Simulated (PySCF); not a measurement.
A calculated (r2SCAN, PySCF 2.14, x2c-TZVPPall, the spin-free X2C one-electron Hamiltonian (Gaussian nucleus)) atom or ion has these occupied shells.

| shell | electrons | orbital energy (eV) | rms radius, mean of both spins (bohr) |
| --- | --- | --- | --- |
| 1s α | 1 | -5898.8 | 0.0734 |
| 1s β | 1 | -5898.8 | 0.0734 |
| 2s α | 1 | -675.43 | 0.318 |
| 2s β | 1 | -673.40 | 0.318 |
| 2p α | 3 | -566.21 | 0.288 |
| 2p β | 3 | -564.62 | 0.288 |
| 3s α | 1 | -78.821 | 0.971 |
| 3s β | 1 | -73.123 | 0.971 |
| 3p α | 3 | -49.141 | 1.05 |
| 3p β | 3 | -43.414 | 1.05 |
| 3d α | 5 | -4.819 | 1.68 |
| 4p α | 1 | -1.755 | 4.34 |

Q: Name the element and its charge.

A: Cr (chromium, neutral), in [Ar] 3d5 4p1, high-spin 7P determinant (an excited configuration).
